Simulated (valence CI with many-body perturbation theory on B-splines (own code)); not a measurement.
# E1 transitions of Zr⁶⁺

Computed by configuration interaction combined with many-body perturbation theory (CI+MBPT): six valence electrons over a frozen Dirac-Fock core [Ar] 3d10, radial functions for each j: 9 s, 9 p, 8 d, 6 f, 3 g, 1 h, with the one-electron correlation potential Σ1 (screened to all orders), the two-electron term Σ2, the three-electron term Σ3, Breit, model QED; selected single and double excitations, second order for the rest, scaled by the run's own slope (own B-spline code, finite nucleus).

Set against measurement, 29 paired levels are off by 244 cm⁻¹ on average, the worst by 898. These come from a selection out of Rauch et al., Astron. Astrophys. 599, A142 (2017). Levels without a partner in it may be off by more. Among the levels kept, up to 1000 cm⁻¹ of a level comes from second order outside the variational space, and about a tenth of that is noise between levels of different J, which matters for small intervals. 1 measured level below the end of the list, from 289300 cm⁻¹ on, found no clear computed partner, and computed levels of the same name lie up to 2711 cm⁻¹ from them.

Lines 1 to 50 of 65 in falling wavelength, among levels below 40.356 eV, chosen from the strongest by gf and those to the six lowest levels. Wavelengths and rates use the calculated energies, so an error of 200 cm⁻¹ moves a line at 691.7 Å by 0.14 % and its rate by three times that or more. Electric multipoles are in the length gauge, E1 and E2 with the static RPA response of the core. Weak lines are less certain than strong ones. Lines between different terms over intervals too small for the method are left out, as are lines whose strength nearly cancels. The highest levels of a list are the least certain.

Names give the largest LS component (configuration and term), which can be under half, so a name can repeat, a term be missing and a line seem to break the LS rules; names also repeat where a configuration has a term twice. Letters in brackets count levels of one name in rising energy.

```
λ vac (Å)  λ from measured levels                 Upper         Lower   A (s⁻¹)  S (a.u.)
    691.7                   689.5          4s 4p5 3P°_1  4s2 4p4 1S_0  2.39e+07  1.17e-02
    605.1                   603.7          4s 4p5 3P°_2  4s2 4p4 1D_2  1.05e+08  5.76e-02
    573.3                   572.1          4s 4p5 3P°_1  4s2 4p4 1D_2  1.34e+07  3.75e-03
    558.7                   557.8          4s 4p5 3P°_2  4s2 4p4 3P_1  4.71e+08  2.03e-01
    536.3                   535.4          4s 4p5 1P°_1  4s2 4p4 1S_0  2.38e+08  5.43e-02
    531.4                   530.7          4s 4p5 3P°_1  4s2 4p4 3P_1  5.11e+08  1.14e-01
    528.8                   527.9          4s 4p5 3P°_1  4s2 4p4 3P_0  6.51e+08  1.43e-01
    519.4                   518.6          4s 4p5 3P°_2  4s2 4p4 3P_2  1.51e+09  5.24e-01
    513.3                   512.6          4s 4p5 3P°_0  4s2 4p4 3P_1  2.25e+09  1.50e-01
    495.8                   495.1          4s 4p5 3P°_1  4s2 4p4 3P_2  1.18e+09  2.13e-01
    485.3                   485.0      4s2 4p3 4d 5D°_1  4s2 4p4 1S_0  1.14e+05  1.93e-05
    462.3                   461.8          4s 4p5 1P°_1  4s2 4p4 1D_2  5.21e+09  7.62e-01
    444.6                   443.5  4s2 4p3 4d 3D°_1 [a]  4s2 4p4 1S_0  1.93e+06  2.52e-04
    434.7                   434.5          4s 4p5 1P°_1  4s2 4p4 3P_1  3.09e+07  3.76e-03
    432.9                   432.6          4s 4p5 1P°_1  4s2 4p4 3P_0  6.60e+03  7.93e-07
    423.9                   423.8      4s2 4p3 4d 5D°_1  4s2 4p4 1D_2  2.43e+06  2.74e-04
    423.8                   422.8      4s2 4p3 4d 5D°_2  4s2 4p4 1D_2  2.55e+06  4.79e-04
    423.6                   422.1      4s2 4p3 4d 5D°_3  4s2 4p4 1D_2  8.08e+05  2.12e-04
    410.6                   410.3          4s 4p5 1P°_1  4s2 4p4 3P_2  4.00e+08  4.10e-02
    402.2                   402.8  4s2 4p3 4d 3D°_2 [a]  4s2 4p4 1D_2  1.19e+07  1.91e-03
    401.1                   401.4      4s2 4p3 4d 5D°_0  4s2 4p4 3P_1  2.21e+08  7.03e-03
    400.6                   400.7      4s2 4p3 4d 5D°_1  4s2 4p4 3P_1  7.24e+07  6.89e-03
    400.5                   399.8      4s2 4p3 4d 5D°_2  4s2 4p4 3P_1  6.11e+04  9.69e-06
    399.1                   399.1      4s2 4p3 4d 5D°_1  4s2 4p4 3P_0  2.28e+07  2.15e-03
    394.6                   394.2      4s2 4p3 4d 3D°_3  4s2 4p4 1D_2  2.11e+02  4.49e-08
    392.5                   391.8  4s2 4p3 4d 3D°_1 [a]  4s2 4p4 1D_2  3.28e+05  2.94e-05
    390.8                   390.6  4s2 4p3 4d 3D°_1 [b]  4s2 4p4 1S_0  8.29e+07  7.33e-03
    387.7                   387.0  4s2 4p3 4d 3F°_2 [a]  4s2 4p4 1D_2  1.04e+05  1.49e-05
    383.9                   383.3  4s2 4p3 4d 3F°_3 [a]  4s2 4p4 1D_2  2.57e+07  5.02e-03
    382.4                              4s2 4p3 4d 3P°_1  4s2 4p4 1S_0  2.24e+06  1.85e-04
    381.2                   381.9  4s2 4p3 4d 3D°_2 [a]  4s2 4p4 3P_1  5.02e+04  6.86e-06
    380.0                   380.1      4s2 4p3 4d 5D°_1  4s2 4p4 3P_2  1.87e+08  1.52e-02
    379.9                   379.2      4s2 4p3 4d 5D°_2  4s2 4p4 3P_2  1.96e+08  2.66e-02
    379.8                   378.7      4s2 4p3 4d 5D°_3  4s2 4p4 3P_2  9.83e+07  1.86e-02
    372.4                   371.9  4s2 4p3 4d 3D°_1 [a]  4s2 4p4 3P_1  7.84e+07  6.00e-03
    371.3                   371.1      4s2 4p3 4d 3G°_3  4s2 4p4 1D_2  1.24e+08  2.20e-02
    371.1                   370.6  4s2 4p3 4d 3D°_1 [a]  4s2 4p4 3P_0  3.84e+07  2.90e-03
    368.1                   367.7  4s2 4p3 4d 3F°_2 [a]  4s2 4p4 3P_1  2.82e+06  3.47e-04
    366.2                              4s2 4p3 4d 1S°_0  4s2 4p4 3P_1  6.02e+07  1.46e-03
    362.5                   363.1  4s2 4p3 4d 3D°_2 [a]  4s2 4p4 3P_2  2.14e+08  2.51e-02
    356.3                   356.1      4s2 4p3 4d 3D°_3  4s2 4p4 3P_2  2.59e+07  4.04e-03
    354.5                   354.1  4s2 4p3 4d 3D°_1 [a]  4s2 4p4 3P_2  8.93e+07  5.89e-03
    351.4                   351.1      4s2 4p3 4d 1D°_2  4s2 4p4 1D_2  7.00e+08  7.49e-02
    350.7                   350.2  4s2 4p3 4d 3F°_2 [a]  4s2 4p4 3P_2  1.51e+08  1.60e-02
    349.9                   349.9  4s2 4p3 4d 3D°_1 [b]  4s2 4p4 1D_2  5.37e+08  3.41e-02
    347.6                   347.2  4s2 4p3 4d 3F°_3 [a]  4s2 4p4 3P_2  1.00e+08  1.46e-02
    343.2                              4s2 4p3 4d 3P°_1  4s2 4p4 1D_2  1.14e+09  6.81e-02
    340.5                   340.4  4s2 4p3 4d 3D°_2 [b]  4s2 4p4 1D_2  1.75e+05  1.71e-05
    338.9                   338.7  4s2 4p3 4d 3F°_3 [b]  4s2 4p4 1D_2  4.95e+08  6.65e-02
    337.4                   337.2  4s2 4p3 4d 3F°_2 [b]  4s2 4p4 1D_2  7.20e+08  6.83e-02
```
